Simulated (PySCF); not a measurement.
**Core binding energy against partial charge**

Species: C3H8OSi.
Numbering: `[CH3:1][SiH2:2][C:3]([CH3:4])=[O:5]`

Binding energies: delta-SCF UKS SCAN, pcX-2 on the ionised atom, pcseg-1 elsewhere, spin-free X2C in PySCF. Charges: PBE0/pcSseg-1 ground-state density, for the ionised atom.

| atom | environment | C 1s (eV) | Mulliken (e) | IAO (e) | Hirshfeld (e) | ESP (e) |
| --- | --- | --- | --- | --- | --- | --- |
| C1 | Si-methyl carbon | 290.31 | -0.622 | -0.707 | -0.208 | -0.573 |
| C4 | methyl carbon next to a carbonyl | 291.00 | -0.272 | -0.467 | -0.125 | -0.495 |
| C3 | carbonyl carbon | 292.85 | -0.053 | +0.155 | +0.087 | +0.461 |

Problem. How well does each charge scheme correlate with the binding energies over these sites?

Solution. IAO: r = 1.00, slope 2.9 eV per e; Hirshfeld: r = 1.00, slope 8.6 eV per e; ESP: r = 0.98, slope 2.2 eV per e; Mulliken: r = 0.92, slope 4.2 eV per e. On 3 points no scheme stands out.

Problem. The point-charge model writes a binding energy as kq + V + constant, with V the potential of the other atoms' charges at the site. What does it give with the ESP charges?

Solution. V = Σ 14.40 eV Å × q/r over all other atoms: +7.87 eV at C1, +7.66 eV at C4, -5.99 eV at C3. Fitting binding energy − V to q gives k = 16.0 eV per e and leaves an rms residual of 0.14 eV, against 0.21 eV for the fit on q alone. The model has no term for differences in relaxation between sites.

Spin contamination (⟨S²⟩ against 0.75 for a pure doublet) is marked for C 1s of C3 (0.85), which makes this value less certain. Isolated species at its PBE0-D3(BJ)/def2-SVP geometry (one conformer only).

The values belong to the conformer `[CH3:1][SiH2:2][C:3]([CH3:4])=[O:5]`: C1–Si2–C3–C4 168°.
